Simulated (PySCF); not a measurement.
Vertical excitations of a molecule C3HF4, multiplicity 2 from TDA-B3LYP/def2-SVPD run with PySCF 2.14.0, as energy in eV (oscillator strength): 2.79 (0.002), 4.80 (0.001), 5.33 (0.005), 6.38 (0.001), 6.97 (0.000), 7.31 (0.011), 7.63 (0.001), 7.68 (0.034), 7.94 (0.000), 7.97 (0.132). Coordinates come from a B3LYP-D3(BJ)/def2-SVP optimisation. Other conformers were not sampled.

**Question.** Pick the molecule that these values belong to.
A) F/[C]=C/C(F)(F)F
B) F/C=[C]/C(F)(F)F
C) [CH]=C(F)C(F)(F)F

**Answer.** A, F/[C]=C/C(F)(F)F
